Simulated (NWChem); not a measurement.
Species: N-methylmethanimine (C$_{2}$H$_{5}$N); SMILES C=NC

```xyz
8

C     -0.1227     1.1358     0.0000
N      0.5391    -0.1374     0.0000
C     -0.1646    -1.1840     0.0000
H      0.2004     1.7141     0.8810
H      0.2004     1.7141    -0.8810
H     -1.2303     1.0752     0.0000
H     -1.2750    -1.1755     0.0000
H      0.3245    -2.1691     0.0000
```
Atoms are numbered in this order, from 1.

Level: PBE0/def2-SVP (NWChem), optimised geometry, unscaled harmonic frequencies. 

```
frequency (cm⁻¹)  IR intensity (km/mol)
----------------  ---------------------
227                                 9.5
463                                 6.4
700                                 1.1
1019                               15.4
1062                               17.4
1120                                0.3
1134                                0.0
1233                               22.0
1414                                0.1
1450                                5.7
1455                                7.3
1488                               19.6
1798                               21.4
2990                               46.3
3004                               58.9
3107                               19.8
3134                                9.5
3163                               25.7
```

```
Quantity                                                                           Result
-----------------------------------------------------------------------  ----------------
zero-point energy                                                           42.8 kcal/mol
thermal correction to the enthalpy at 298.15 K (with zero-point energy)     45.8 kcal/mol
heat capacity Cv                                                         11.7 cal/(mol K)
entropy at 298.15 K and 1 atm (symmetry number 1)                        62.1 cal/(mol K)
dipole moment                                                                      1.42 D
```

Rigid rotor and harmonic oscillator.
